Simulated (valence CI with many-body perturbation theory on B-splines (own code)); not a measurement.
Missing levels of Nd XXX

Computed by configuration interaction combined with many-body perturbation theory (CI+MBPT): three valence electrons over a frozen Dirac-Fock core [Ar] 3d10, a basis of 11 s, 11 p, 10 d, 8 f, 5 g, 2 h functions for each j, with the one-electron correlation potential Σ1, the two-electron term Σ2, the three-electron term Σ3, Breit, model QED; selected CI, second order for the rest, scaled by the run's own slope (own B-spline code, finite nucleus).

No measured spectrum was set against this ion. As an estimate, large intervals hold to a few tenths of a per cent, small ones and those within an open d or f shell to about a per cent.

```csv
Level,E (cm⁻¹)
(4s^2 4p1/2) J=1/2,0
(4s^2 4p3/2) J=3/2,253480
(4s 4p1/2^2) J=1/2,507350
(4s 4p1/2 4p3/2) J=3/2 [a],?
(4s 4p1/2 4p3/2) J=5/2,741110
(4s 4p1/2 4p3/2) J=3/2 [b],810130
(4s 4p1/2 4p3/2) J=1/2,837110
(4s 4p3/2^2) J=5/2,?
(4s 4p3/2^2) J=3/2,?
(4s 4p3/2^2) J=1/2,1091100
(4s^2 4d3/2) J=3/2,1173300
(4s^2 4d5/2) J=5/2,1214500
(4p1/2^2 4p3/2) J=3/2,1335200
(4p1/2 4p3/2^2) J=3/2,1536000
(4p1/2 4p3/2^2) J=5/2,1541600
(4s 4p1/2 4d3/2) J=3/2 [a],?
(4s 4p1/2 4d3/2) J=5/2,?
(4p1/2 4p3/2^2) J=1/2,?
(4s 4p1/2 4d3/2) J=3/2 [b],1658300
(4s 4p1/2 4d3/2) J=1/2,1659100
```

Levels are named by their leading jj configuration (3d3/2^4 stands for four electrons in 3d with j = 3/2), which in mixed levels can hold well under half, so a name can repeat and another be missing. Letters in brackets count levels of one name in rising energy.

Q: The levels stand in rising order. What does the calculation give for the missing energies?

A: (4s 4p1/2 4p3/2) J=3/2 [a] 696060; (4s 4p3/2^2) J=5/2 975340; (4s 4p3/2^2) J=3/2 1090200; (4s 4p1/2 4d3/2) J=3/2 [a] 1559700; (4s 4p1/2 4d3/2) J=5/2 1597000; (4p1/2 4p3/2^2) J=1/2 1624900.
